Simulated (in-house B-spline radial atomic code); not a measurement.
Re²⁺. Computed with a B-spline radial atomic code. Model: non-relativistic spherical atom: semilocal Troullier-Martins pseudo-atom, one channel per l, against all electrons, high spin, G0W0 and RPA with empty states to l = 8, local potential for every l without a channel, a model core (radius 0 = none) keeps its share of the functional.

Without relativity these are model numbers for so heavy an element.

What the tables leave out is listed at the end.

The pseudopotential gives back the lowest level of each angular momentum of its own functional in the configuration it was made in; a second state of the same l is only approximately right. Exact exchange, RPA and GW see the smooth pseudo-orbitals and miss the exchange with the core, for which the functional's share stands in. The column with an uncorrelated core keeps all orbitals and exact exchange, and so separates missing core correlation from pseudisation. Only the three outermost levels and the lowest empty one were computed. RPA here is direct RPA, with no exchange kernel, and its energies carry an (l + 1/2)⁻⁴ tail. A hybrid on a potential with a model core restores only its own semilocal share of the core's exchange.

Command:
```bash
python run_psgw.py task.json out
```
Settings (lengths in bohr, energies in hartree):
```
Z                      75
electrons              73
configuration          [Xe] 4f14 5d5
generated_in           [Xe] 4f14 5d5 6s2
functional             lda,vwn
core_shells            8
radius_factor          1.3
core_correction        False
```

Cost of the run: 70 s on 1 thread of Arm Neoverse N1, on a shared host.

Given: made with LDA VWN5; model core radius 0 bohr; local radius 0.764 bohr; mean-field start PBE0.

Valence shells of the generating configuration: 4d, 5s, 4f, 5p, 5d, 6s.

Channel: s 1.334, p 1.416, d 0.58, f 1.807 (radii in bohr).

Computed: largest level miss in the spin-unpolarised generating configuration 0.154 eV; valence RPA correlation energy all-electron orbitals -2.8266 hartree; valence RPA correlation energy pseudo -3.2381 hartree; pseudo-atom RPA polarisability 7.9304 bohr³.

| level | occupied | mean-field all-electron (eV) | mean-field pseudo minus all (eV) | G0W0 all-electron (eV) | G0W0 uncorrelated core minus all (eV) | G0W0 pseudo minus all (eV) | exchange self-energy all-electron (eV) | exchange self-energy pseudo (eV) |
| --- | --- | --- | --- | --- | --- | --- | --- | --- |
| 5d up | 1 | -25.016 | -0.112 | -29.444 | 0.007 | 0.224 | -29.351 | -27.72 |
| 5p down | 1 | -60.018 | -1.333 | -64.945 | -0.129 | -3.263 | -38.271 | -40.599 |
| 5d down (empty) | 0 | -18.039 | -0.101 | -15.057 | 0.009 | 0.296 | -10.749 | -9.1968 |

(1) What is the all-electron RPA polarisability, core included?

Given: mean-field start Hartree-Fock.

Computed: valence RPA correlation energy all-electron orbitals -2.5945 hartree; valence RPA correlation energy pseudo -3.0123 hartree; pseudo-atom RPA polarisability 6.234 bohr³.

| level | occupied | mean-field all-electron (eV) | mean-field pseudo minus all (eV) | G0W0 all-electron (eV) | G0W0 uncorrelated core minus all (eV) | G0W0 pseudo minus all (eV) | exchange self-energy all-electron (eV) | exchange self-energy pseudo (eV) |
| --- | --- | --- | --- | --- | --- | --- | --- | --- |
| 5d up | 1 | -29.302 | 0.391 | -29.67 | 0.008 | 0.494 | -29.541 | -27.628 |
| 5p down | 1 | -65.206 | -5.066 | -65.299 | -0.12 | -3.618 | -37.821 | -42.611 |
| 6s up (empty) | 0 | -13.488 | -0.663 | -14.574 | -0.012 | -0.728 | -3.5534 | -4.189 |

(2) What is the all-electron RPA polarisability, core included?

Answers

(1) 8.0611 bohr³.

(2) 6.0862 bohr³.

Among the listed levels the largest G0W0 shift of the pseudo-atom is -3.62 eV, for 5p down on the Hartree-Fock start, while leaving the core uncorrelated moves that level by -0.12 eV. So pseudisation and the lost core exchange, not the missing core correlation, make the error. Not in the tables (levels of low weight, unsolved or above zero; the highest and the empty levels are kept at any weight): on LDA, a start not tabulated, the G0W0 levels 5d up (pseudo minus all -0.15 eV, weights 0.30 and 0.19), 5p down (pseudo minus all -3.05 eV, weights 0.82 and 0.84), 5p up (pseudo minus all -2.32 eV, weights 0.05 and 0.06), 5d down (pseudo minus all -0.11 eV, weights 0.22 and 0.54); on PBE0 the G0W0 levels 5p up (pseudo minus all -2.65 eV, weights 0.04 and 0.06).
